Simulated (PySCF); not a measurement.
# Ionising TlGe

r²SCAN; PySCF, scalar-relativistic core potentials, basis sets Tl def2-SVP with ECP60, Ge def2-SVP. Neutral (UKS): quartet (σ ↑, π ↑↑), Re = 2.723 Å, ωe = 156 cm⁻¹, De = 2.27 eV, HOMO -4.67 eV, LUMO -2.88 eV.

TlGe⁺ (UKS): triplet (σ ↑, π ↑), Re = 3.221 Å, ωe = 79.1 cm⁻¹. The energies at the minima are -2249.30627 hartree for TlGe and -2249.04891 for TlGe⁺.

Problem. Work out the adiabatic ionisation energy, without and with harmonic zero-point energies (1 hartree = 27.2114 eV, 1 eV = 8065.5 cm⁻¹), and the change of the bond length.

Solution. At r²SCAN: 0.25736 hartree = 7.003 eV between the minima; the zero-point term (79.1 − 156.0)/2 cm⁻¹ = -0.005 eV makes it 6.998 eV. Re changes by +49.8 pm against the neutral. The electron leaves a π orbital, and the ion is left as a loose complex of an ion and an atom.

These are scalar-relativistic numbers at best; spin–orbit coupling would shift them, the dissociation energy most. States were picked by a PBE0 search and need not be the measured ground states.
